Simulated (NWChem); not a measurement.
System: CHClF$_{2}$; SMILES FC(Cl)F

Program: NWChem. Medium grid unless said otherwise, to which SCAN and Minnesota functionals are sensitive. Coordinates come from a PBE0/def2-SVP optimisation. Hybrids' shares of exact exchange are those that their runs print; pure functionals count as 0. The functionals differ in more than this share.

| row | share of exact exchange | highest occupied level (eV) |
|---|---|---|
| LDA (Slater exchange, VWN5)/def2-TZVPD | 0.00 | -8.28 |
| PBE/def2-TZVPD | 0.00 | -8.14 |
| B3LYP/def2-TZVPD | 0.20 | -9.36 |
| PBE0/def2-TZVPD | 0.25 | -9.62 |
| M06-2X/def2-TZVPD | 0.54 | withheld |
| Hartree-Fock/def2-TZVPD | 1.00 | -13.13 |

Q: Fit a straight line of the last column on the one before it, predict the withheld value, and compare with the run.

A: 
1. Means of the 5 shown rows: x = 0.290, y = -9.706. Slope Σ(x − x̄)(y − ȳ)/Σ(x − x̄)² = -3.333/0.6820 = -4.888; intercept -8.288.
2. The shown rows scatter about the line by 0.095 (root mean square); the largest residual is +0.15, at PBE/def2-TZVPD.
3. At x = 0.54 (M06-2X/def2-TZVPD; inside the shown range) the line gives -10.93.
4. The run gives -11.03, -0.10 from the line, 1.1 times the scatter.
